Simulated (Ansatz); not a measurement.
`FB1C=CO1`, relaxed with RKS PBE-D4/def2-SVP in the Gaussian-basis code of Ansatz from a rough embedded geometry. The force threshold is 0.03 eV/Å; the program also tests the step.

The species carries charge 0 and has multiplicity 1.

Start:

```xyz
7

F    -2.004    0.351    1.453
B    -0.819    0.325    0.588
C     0.199   -0.676    0.106
C     0.763    0.238   -0.752
O    -0.116    1.286   -0.268
H     0.366   -1.753    0.253
H     1.612    0.228   -1.380
```

**Question.** By how much does the energy fall, and how many steps does the optimiser take? (An estimate is asked.)

**Answer.** Ansatz gave: 1.43 eV, in 8 steps.

**Question.** Which bonds change most? (Estimate.)

**Answer.** Computed: F1–B2 from 1.467 to 1.317 Å; B2–C3 from 1.507 to 1.570 Å; C4–H7 from 1.056 to 1.104 Å.

**Question.** Give the relaxed structure. (Estimate.)

**Answer.** Computed: 
```xyz
7

F    -1.845    0.534    1.315
B    -0.800    0.317    0.544
C     0.178   -0.835    0.120
C     0.675    0.193   -0.605
O    -0.172    1.299   -0.269
H     0.469   -1.884    0.218
H     1.495    0.377   -1.322
```
